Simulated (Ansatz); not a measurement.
Mulliken charges of C₂H₄BFSi, SMILES `FC1=CB1[SiH3]` from r2SCAN/def2-TZVPP in Ansatz (PBE0-D4/def2-TZVP geometry).

| atom | x (Å) | y (Å) | z (Å) | charge (e) |
| --- | --- | --- | --- | --- |
| F1 | 2.114 | 1.762 | -1.150 | -0.173 |
| C2 | 1.464 | 0.753 | -0.626 | 0.344 |
| C3 | 1.690 | -0.488 | -0.205 | -0.084 |
| B4 | 0.295 | 0.044 | -0.109 | -0.189 |
| Si5 | -1.609 | -0.179 | 0.420 | 0.191 |
| H6 | 2.450 | -1.246 | -0.082 | 0.124 |
| H7 | -2.516 | 0.609 | -0.455 | -0.071 |
| H8 | -2.025 | -1.606 | 0.370 | -0.073 |
| H9 | -1.773 | 0.305 | 1.819 | -0.068 |

Problem. By hand: the dipole of these point charges (1 e Å = 4.8032 D).

Solution. Σ q r = (0.384, -0.149, -0.027) e Å, of length 0.413 e Å = 1.98 D.

Problem. How does the dipole of the full density compare? (An estimate is asked.)

Solution. Ansatz gave: (0.173, -0.184, 0.028) e Å, 1.22 D; the point charges give 1.62 times that, at 27° from its direction.

Point charges leave out the atoms' own dipoles, such as those of lone pairs, and Mulliken's split depends on the basis, so the two needn't agree.
